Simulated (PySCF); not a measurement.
Below is a simulated gas-phase O 1s photoelectron spectrum of `O=[C](O)[GeH2][CH2]F`.

Every computed line was given a Gaussian of 0.4 eV full width at half maximum and an area set by the number of equivalent atoms; the highest printed point is 100. Theory: delta-SCF UKS SCAN, pcX-2 on the ionised atom, pcseg-1 elsewhere, spin-free X2C (PySCF).

| binding energy (eV) | intensity |
| --- | --- |
| 537.5 | 0 |
| 537.6 | 2 |
| 537.7 | 8 |
| 537.8 | 26 |
| 537.9 | 58 |
| 538.0 | 90 |
| 538.1 | 100 |
| 538.2 | 78 |
| 538.3 | 43 |
| 538.4 | 17 |
| 538.5 | 5 |
| 538.6 | 1 |
| 538.7 | 0 |
| 538.8 | 0 |
| 538.9 | 0 |
| 539.0 | 0 |
| 539.1 | 0 |
| 539.2 | 0 |
| 539.3 | 0 |
| 539.4 | 0 |
| 539.5 | 0 |
| 539.6 | 0 |
| 539.7 | 2 |
| 539.8 | 9 |
| 539.9 | 28 |
| 540.0 | 60 |
| 540.1 | 92 |
| 540.2 | 99 |
| 540.3 | 76 |
| 540.4 | 41 |
| 540.5 | 16 |
| 540.6 | 4 |
| 540.7 | 1 |

Question: Count the maxima, the lines and the sites behind this envelope.

Answer: The curve has 2 maxima (at 538.1 and 540.2 eV). Under it lie 2 lines from 2 inequivalent oxygen sites.

Question: Decompose the envelope and assign each component. Numbering: `[O:1]=[C:2]([OH:3])[GeH2:4][CH2:5][F:6]`.

Answer: 
```
position (eV)  relative area  line  atoms           environment
       538.08              1  O 1s     O1  acid carbonyl oxygen
       540.17              1  O 1s     O3  acid hydroxyl oxygen
```

Question: Above which line width would these two lines show one maximum?

Answer: Two equal Gaussians merge once their distance is under 2σ = FWHM/1.177. With 2.09 eV between them that is a full width over 2.46 eV.

The listed O 1s values span 2.09 eV, from O1 (bonded to C (double bond)) to O3 (bonded to C and H).

No satellites, vibrations or lifetime broadening are included. The structure is a single PBE0-D3(BJ)/def2-SVP conformer in the gas phase; no vibrational or solvent corrections.

Hardware: one thread of an Arm Neoverse N1, shared host with 64 logical CPUs at a one-minute load of 59. Cost: 59 s, 0.53 GiB resident at most.

The values belong to the conformer `[O:1]=[C:2]([OH:3])[GeH2:4][CH2:5][F:6]`: O1–C2–Ge4–C5 35°, C2–Ge4–C5–F6 71°, H–O3–C2–O1 0°.
